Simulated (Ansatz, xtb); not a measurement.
Diatomic BaRe, multiplicity 6 (lowest of 2S+1 = 2, 4, 6 at CCSD(T)/def2-TZVPP on PBE0 minima; our sources give no spin for the ground state, which may be another). No spin–orbit coupling. The T1 diagnostic near the minimum is 0.069, so single-reference values are doubtful.

Constants: fifth-degree fit in 1/R to seven points, most abundant isotopes. In def2 and cc sets the state is the lowest found near the PBE0 minimum, followed along R.

Run with Ansatz (an electronic-structure program) with Gaussian orbitals; xtb for the GFN methods.  In def2 rows elements past Kr take small-core potentials, without spin–orbit coupling. The GFN methods have no spin term and hold the electronic entropy of 300 K.

```json
[
 {"level": "GFN1-xTB", "r_e (Å)": "3.073", "ω_e (cm⁻¹)": "142", "α_e (cm⁻¹)": "9.2e-5", "B_e (cm⁻¹)": "0.0225", "dipole (D)": "-"},
 {"level": "GFN2-xTB", "r_e (Å)": "3.006", "ω_e (cm⁻¹)": "122", "α_e (cm⁻¹)": "9.3e-5", "B_e (cm⁻¹)": "0.0235", "dipole (D)": "-"},
 {"level": "SVWN5/def2-TZVPP", "r_e (Å)": "2.963", "ω_e (cm⁻¹)": "122", "α_e (cm⁻¹)": "4.7e-5", "B_e (cm⁻¹)": "0.0242", "dipole (D)": "2.50"},
 {"level": "PBE/def2-TZVPP", "r_e (Å)": "3.060", "ω_e (cm⁻¹)": "112", "α_e (cm⁻¹)": "5.0e-5", "B_e (cm⁻¹)": "0.0227", "dipole (D)": "2.25"},
 {"level": "B97M-V/def2-TZVPP", "r_e (Å)": "3.186", "ω_e (cm⁻¹)": "99", "α_e (cm⁻¹)": "4.4e-5", "B_e (cm⁻¹)": "0.0209", "dipole (D)": "2.51"},
 {"level": "B3LYP/def2-TZVPP", "r_e (Å)": "3.092", "ω_e (cm⁻¹)": "109", "α_e (cm⁻¹)": "4.7e-5", "B_e (cm⁻¹)": "0.0222", "dipole (D)": "2.73"},
 {"level": "PBE0/def2-TZVPP", "r_e (Å)": "3.084", "ω_e (cm⁻¹)": "107", "α_e (cm⁻¹)": "4.6e-5", "B_e (cm⁻¹)": "0.0223", "dipole (D)": "2.08"},
 {"level": "CAM-B3LYP/def2-TZVPP", "r_e (Å)": "3.078", "ω_e (cm⁻¹)": "109", "α_e (cm⁻¹)": "4.2e-5", "B_e (cm⁻¹)": "0.0224", "dipole (D)": "2.58"},
 {"level": "wB97X-V/def2-TZVPP", "r_e (Å)": "3.069", "ω_e (cm⁻¹)": "111", "α_e (cm⁻¹)": "3.7e-5", "B_e (cm⁻¹)": "0.0226", "dipole (D)": "2.16"},
 {"level": "wB97M-V/def2-TZVPP", "r_e (Å)": "3.065", "ω_e (cm⁻¹)": "111", "α_e (cm⁻¹)": "3.9e-5", "B_e (cm⁻¹)": "0.0226", "dipole (D)": "2.40"}
]
```

Doubts at one or more of the structures used: a spin-contaminated determinant (B97M-V/def2-TZVPP, PBE0/def2-TZVPP, CAM-B3LYP/def2-TZVPP, wB97X-V/def2-TZVPP, wB97M-V/def2-TZVPP).
